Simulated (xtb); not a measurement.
disilazane (H7NSi2), singlet, geometry from GFN2-xTB; GFN2-xTB run with xtb.

xtb was given this input:
```
$ xtb mol.xyz --gfn 2 --json

# file mol.xyz
10

Si     1.49303295    -0.29467355     0.37775681
N      0.07177708    -0.11245754    -0.59500001
Si    -1.52266963     0.35803387    -0.10940318
H      2.60085977    -0.44841929    -0.56612732
H      1.61644865     0.91435503     1.18804151
H      1.41022821    -1.47096761     1.25316965
H      0.11743383    -0.57014488    -1.49085173
H     -2.18929653    -0.69189990     0.67169837
H     -2.25767966     0.60314487    -1.35098125
H     -1.38552039     1.56409001     0.70310006
```

Output, abridged:

```
   ID    Z sym.   atoms
    1   14 Si     1, 3
    2    7 N      2
    3    1 H      4-10

           -------------------------------------------------
          |                Calculation Setup                |
           -------------------------------------------------

           -------------------------------------------------
          |                 G F N 2 - x T B                 |
           -------------------------------------------------

          ...................................................
          :                      SETUP                      :
          :.................................................:
          :  # basis functions                  31          :
          :  # atomic orbitals                  29          :
          :  # shells                           15          :
          :  # electrons                        20          :
          :  max. iterations                   250          :
          :  Hamiltonian                  GFN2-xTB          :
          :  restarted?                      false          :
          :  GBSA solvation                  false          :
          :  PC potential                    false          :
          :  electronic temp.          300.0000000     K    :
          :  accuracy                    1.0000000          :
          :  -> integral cutoff          0.2500000E+02      :
          :  -> integral neglect         0.1000000E-07      :
          :  -> SCF convergence          0.1000000E-05 Eh   :
          :  -> wf. convergence          0.1000000E-03 e    :
          :  Broyden damping             0.4000000          :
          :  net charge                          0          :
          :  unpaired electrons                  0          :
          ...................................................

 iter      E             dE          RMSdq      gap      omega  full diag
   1     -9.9957886 -0.999579E+01  0.614E+00    5.26       0.0  T
   2    -10.0954847 -0.996961E-01  0.338E+00    4.90       1.0  T
   3    -10.0985868 -0.310210E-02  0.248E+00    5.18       1.0  T
   4    -10.0989191 -0.332234E-03  0.905E-01    4.99       1.0  T
   5    -10.0991091 -0.190005E-03  0.425E-01    5.10       1.0  T
   6    -10.0992347 -0.125655E-03  0.884E-02    5.04       1.0  T
   7    -10.0992364 -0.166368E-05  0.586E-02    5.07       1.0  T
   8    -10.0992471 -0.107004E-04  0.441E-03    5.05       7.2  T
   9    -10.0992471 -0.136690E-07  0.179E-03    5.05      17.6  T
[...]
         :: total energy              -9.995139570987 Eh    ::
[...]
     4   1 H        0.918    -0.110     5.927     3.808
     5   1 H        0.919    -0.107     5.803     3.768
     6   1 H        0.917    -0.110     5.915     3.804
     7   1 H        0.862     0.141     1.462     1.894
     8   1 H        0.917    -0.110     5.915     3.804
     9   1 H        0.918    -0.110     5.927     3.808
    10   1 H        0.919    -0.107     5.803     3.768

 Mol. C6AA /au·bohr⁶  :       1673.087656
 Mol. C8AA /au·bohr⁸  :      61046.322137
 Mol. α(0) /au        :         70.959824

Wiberg/Mayer (AO) data.
largest (>0.10) Wiberg bond orders for each atom

 ---------------------------------------------------------------------------
     #   Z sym  total        # sym  WBO       # sym  WBO       # sym  WBO
 ---------------------------------------------------------------------------
     1  14 Si   3.763 --     2 N    1.067     5 H    0.896     4 H    0.891
                             6 H    0.889
     2   7 N    3.277 --     1 Si   1.067     3 Si   1.067     7 H    0.971
     3  14 Si   3.763 --     2 N    1.067    10 H    0.896     9 H    0.891
                             8 H    0.889
     4   1 H    0.988 --     1 Si   0.891
     5   1 H    0.989 --     1 Si   0.896
     6   1 H    0.988 --     1 Si   0.889
     7   1 H    0.980 --     2 N    0.971
     8   1 H    0.988 --     3 Si   0.889
     9   1 H    0.988 --     3 Si   0.891
    10   1 H    0.989 --     3 Si   0.896
 ---------------------------------------------------------------------------

Topologies differ in total number of bonds
Writing topology from bond orders to xtbtopo.mol

molecular dipole:
                 x           y           z       tot (Debye)
 q only:       -0.013      -0.082      -0.029
   full:       -0.022      -0.190      -0.115       0.566
molecular quadrupole (traceless):
                xx          xy          yy          xz          yz          zz
 q only:        0.537      -0.357      -0.606       0.208       0.530       0.069
  q+dip:       -2.235       0.453       0.471      -0.447       1.047       1.764
   full:       -0.608      -0.237      -0.588       0.025       1.420       1.196

           -------------------------------------------------
          | TOTAL ENERGY               -9.995139570987 Eh   |
          | GRADIENT NORM               0.000013365279 Eh/α |
          | HOMO-LUMO GAP               5.053006478319 eV   |
           -------------------------------------------------

normal termination of xtb
```
